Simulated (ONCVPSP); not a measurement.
An all-electron radial function and its pseudo partner (Co)

Columns: radius, all-electron u(r) and pseudo u(r) of the 3s shell (level -104.27 eV) of cobalt in the configuration [Ne] 3s2 3p6 3d7 4s1 4p1; PBE, scalar-relativistic, ONCV scheme, ONCVPSP 4.0.1.

```
r (bohr)  all-electron  pseudo
   0.080       -0.0813  0.0612
   0.160       -0.6614  0.1645
   0.240       -0.4763  0.3314
   0.320        0.0480  0.5536
   0.400        0.5702  0.7963
   0.480        0.9543  1.0144
   0.560        1.1775  1.1703
   0.640        1.2648  1.2452
   0.720        1.2549  1.2422
   0.800        1.1836  1.1786
   0.880        1.0782  1.0770
   0.960        0.9582  0.9581
   1.040        0.8362  0.8361
   1.120        0.7197  0.7196
   1.200        0.6129  0.6127
   1.280        0.5174  0.5173
   1.360        0.4339  0.4338
   1.440        0.3619  0.3618
   1.520        0.3004  0.3004
   1.600        0.2485  0.2484
   1.680        0.2048  0.2048
   1.760        0.1684  0.1683
   1.840        0.1381  0.1381
   1.920        0.1131  0.1130
   2.000        0.0924  0.0924
   2.080        0.0754  0.0754
```

Question: How many radial nodes do the two functions have?

Answer: The all-electron 3s function has n − l − 1 = 2 (the table is too coarse to show those close to the nucleus); the pseudo-wave has 0, since the states of the same l below it are removed with the core.

Question: At about which radius was the pseudo-wave matched?

Answer: 1.10 bohr. The columns agree to 0.0005 from 0.96 bohr on; several derivatives are matched, so the curves merge somewhat inside the radius.

Question: Is the pseudo-wave norm-conserving?

Answer: Yes: the ONCV scheme keeps the norm inside the radius equal to the all-electron one, which fixes the energy derivative of the logarithmic derivative at the level.
